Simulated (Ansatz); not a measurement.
Consider the hydrogenolysis of a C–F bond: `FCC#CC(F)F` + H₂ → `CC#CC(F)F` + H–F.

Program: Ansatz. Geometries: PBE0-D4/def2-TZVP. ΔE: electronic, gas phase. CBS: MP2 limit from def2 TZ/QZ plus the TZ coupled-cluster correction, frozen cores. This one scheme is used for every species. Functionals use def2-TZVPP. HSE06 is defined as in plane-wave codes.

Is it downhill or uphill in electronic energy at CCSD(T)/CBS, and by how much? (An estimate is asked.)

Ansatz gave: Downhill: ΔE = -31.0 kcal/mol.

What do these levels give: LDA (SPW92), revPBE-D4, r2SCAN-D4, ωB97X-V, PBE-QIDH, revPBE, r2SCANh, HSE06, BHLYP, CCSD/def2-TZVPP, CCSD(T)/def2-TZVPP, CCSD/CBS(def2)? (Estimate.)

Ansatz gave: LDA (SPW92) -28.5, revPBE-D4 -27.4, r2SCAN-D4 -28.0, ωB97X-V -28.0, PBE-QIDH -31.2, revPBE -28.0, r2SCANh -28.9, HSE06 -30.0, BHLYP -29.6, CCSD/def2-TZVPP -30.5, CCSD(T)/def2-TZVPP -29.9, CCSD/CBS(def2) -31.6 kcal/mol.

What do rigid-rotor, harmonic-oscillator terms from PBE0-D4/def2-TZVP frequencies (298.15 K, 1 bar) make of the CCSD(T)/CBS value? (Estimate.)

The calculation gave: ΔZPE = +3.8 kcal/mol, ΔH = -27.5 kcal/mol, ΔS = 31 J/(mol·K), ΔG = -29.7 kcal/mol. Modes under 50 cm⁻¹ make the entropy rough.

Largest T1 diagnostic among the species: 0.012.

At CCSD(T), def2-SVP lies +3.5 kcal/mol from the extrapolated value and def2-TZVPP +1.1 kcal/mol. From PBE to PBE0 (25 % exact exchange), in def2-TZVPP and without D4, ΔE moves by −1.9 kcal/mol.
